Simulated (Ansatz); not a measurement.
The multiplicity is imposed and other spin states were not computed.

Species: [Ti(F)3(NH2)] (charge 0, multiplicity 1).

Give a relaxed geometry from PBE-D3(BJ)/def2-SVP in Ansatz (a program for electronic structure).

Several could match; the one computed here: the end point of this relaxation, one of several conformers.
Z-matrix (Å, degrees):
```
Ti
F 1 1.7520
F 1 1.7571 2 113.95
F 1 1.7623 2 110.40 3 120.09
N 1 1.8631 2 107.49 4 119.56
H 5 1.0262 1 124.71 2 -14.60
H 5 1.0263 6 110.54 1 177.30
```
